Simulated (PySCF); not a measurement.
C4H8N2Si2.
SMILES with atom numbers: `[cH:1]1[n:2][cH:3][n:4]2[c:5]1[CH2:6][SiH2:7][SiH2:8]2`

Geometry (GFN2-xTB, Å), atoms numbered from 1 in this order:
```xyz
16
C4H8N2Si2 angstrom
C      1.7429    0.0698   -1.3405
N      2.6070    0.7075   -0.4946
C      1.9328    0.9104    0.5947
N      0.6562    0.4419    0.5303
C      0.5349   -0.1064   -0.7354
C     -0.7356   -0.7341   -1.2032
Si    -2.0525   -0.6364    0.1888
Si    -0.6652    0.4456    1.6908
H      2.0517   -0.2181   -2.3258
H      2.3157    1.3933    1.4710
H     -1.0709   -0.2239   -2.1092
H     -0.5347   -1.7680   -1.4935
H     -3.2293    0.1076   -0.2751
H     -2.5008   -1.9841    0.5583
H     -0.1657   -0.2453    2.8835
H     -0.8939    1.8492    2.0485
```

Probes without a nucleus sit at each ring's centroid and 1 Å off its mean plane on both sides; NICS is minus the shielding there, NICSzz its component along the normal. Level: GIAO PBE0/pcSseg-1 (PySCF, non-relativistic, gas phase) on the GFN2-xTB geometry, one conformer.

Rings: 1. C1–N2–C3–N4–C5; 2. N4–C5–C6–Si7–Si8.

```json
{"set": "P", "NICS(0)": "-2.9", "NICS(1), two faces": "-2.3 / -2.3", "NICS(1)zz, two faces": "1.0 / 1.0"}
{"set": "Q", "NICS(0)": "-10.4", "NICS(1), two faces": "-10.4 / -10.4", "NICS(1)zz, two faces": "-27.1 / -27.1"}
```

Q: Which set (ppm) belongs to which ring?

A: P = 2, Q = 1.
- 1 (5-membered ring with 2 N; formal bonds all aromatic): mean NICS(1)zz -27.1 ppm, shielded. For a flat ring without four-coordinate atoms the NICS criterion counts such a value as aromatic, though in fused rings the probe also feels the neighbouring ring.
- 2 (5-membered ring with N and 2 Si; formal bonds 1 aromatic, 4 single): mean NICS(1)zz 1.0 ppm, near zero. C6, Si7, Si8 have four or more neighbours, and the NICS criterion for π rings isn't applied.

Q: How do the rings differ in shape?

A: 
```tsv
ring	bond lengths (Å)	rms pucker (Å)	HOMA	nearest outside atom to a NICS(1) probe (Å)
1	1.367, 1.297, 1.361, 1.385, 1.363	0.00	0.86	hydrogen 2.40
2	1.385, 1.492, 1.919, 2.313, 1.759	0.00	–	hydrogen 2.12
```

HOMA = 1 − mean of α(R − Ropt)² over the ring bonds, with Krygowski's 1993 parameters (CC: Ropt 1.388 Å, α 257.7 Å⁻²; CN: Ropt 1.334 Å, α 93.52 Å⁻²). A dash marks a ring with a four-coordinate atom, a triple bond, no multiple bond or a kind of bond without parameters.
